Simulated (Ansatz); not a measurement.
```yaml
crystal:
  periodic: [false, false, false]
  atoms:
    - {symbol: C, position_ang: [-0.061374, 0.419249, 2.154505]}
    - {symbol: C, position_ang: [0.368654, -0.222835, 1.232354]}
    - {symbol: S, position_ang: [1.019953, -1.167956, 0.005144]}
    - {symbol: Ga, position_ang: [0.002770, -0.285715, -1.744547]}
    - {symbol: F, position_ang: [-1.095597, 1.027532, -1.408511]}
    - {symbol: H, position_ang: [-0.448851, 0.993994, 2.961933]}
    - {symbol: H, position_ang: [0.214434, -0.764279, -3.200887]}
basis:
  gaussian: {orbitals: def2-SVPD}
hamiltonian: {xc: {name: wB97}}
outputs: {forces: true}
output: {forces: true}
```

```sh
$ ansatz run in.yaml --threads 4 --pin off --events-out ev --progress --plain --max-ram 10444MiB
```

Output, abridged:

```
Error: YAML parse error: error: line 14 column 1: unknown field `outputs`, expected one of crystal, accuracy, basis, kpoints, hamiltonian, magnetization, projection, total_charge, correlation, batch, efield, external_charges, scf, relax, neb, saddle, md, ramp, phonons, dielectric, real_time, elastic, magnetic_configurations, gw, evaluate, workflow, output, checkpoint, execution
12 |   gaussian: {orbitals: def2-SVPD}
13 | hamiltonian: {xc: {name: wB97}}
14 | outputs: {forces: true}
15 | output: {forces: true}
```

(1) What is wrong with this run?

## Answers

(1) The input holds a key that doesn't belong there. The input was rejected before any iteration.
